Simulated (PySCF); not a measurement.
**Structure from NMR data**

The spectra below were simulated for a compound C3H13NSi2.

$^{1}$H NMR (400 MHz, computed): δ 4.75 (s, 6H), 2.98 (t, 2H), 1.56 (m, 2H), 0.94 (t, 3H).

$^{13}$C{$^{1}$H} NMR (computed): δ 59.8, 28.8, 12.9.

PySCF 2.14 calculation with GFN2-xTB geometry and shielding tensors at PBE0/pcSseg-1 (GIAO); gas phase, equivalent nuclei averaged, relativity neglected, a single conformation.

Shifts are taken against calculated references (same method and geometry level): $^{1}$H, $^{13}$C vs TMS.

Question: Propose a structure and justify it.

Answer: 
1. Rings plus π bonds: 0.
2. 3 carbon signals for 3 carbons: no two carbons are equivalent.
3. Carbon types of the structure: 2 × CH2, 1 × CH3, leaving 6 H on heteroatoms.
4. δC 59.8: sp3 CH2 bonded to N; deshielded by the electronegative neighbour.
5. δC 28.8: sp3 CH2; a saturated carbon with 2 carbon neighbours and no heteroatom attached.
6. δC 12.9: methyl carbon; saturated and bonded to C and H only.
7. δH 4.75: hydrogen on a silicon bonded to N.
8. δH 2.98: hydrogen on an sp3 CH2 bonded to N; its carbon carries N, an electronegative neighbour.
9. δH 1.56: hydrogen on an sp3 CH2.
10. δH 0.94: hydrogen on a methyl carbon; far from electronegative atoms and π systems.

The compound is SMILES CCCN([SiH3])[SiH3].

This is the structure that produced the data.

Shifts are as computed. Against solution values, carbons near 30 ppm lie about +3 ppm off and those near 130 ppm about +5 ppm. Of 1211 compounds with measured shifts, 218 miss one by over three times the rms of a fit or turn the order of signals round; such compounds aren't used in these exercises. No couplings were computed; multiplicities are counted from neighbouring protons, with m where these are inequivalent, close in shift, in a saturated or five-membered ring or joined by F or P, and br s for small geminal =CH2 splittings.
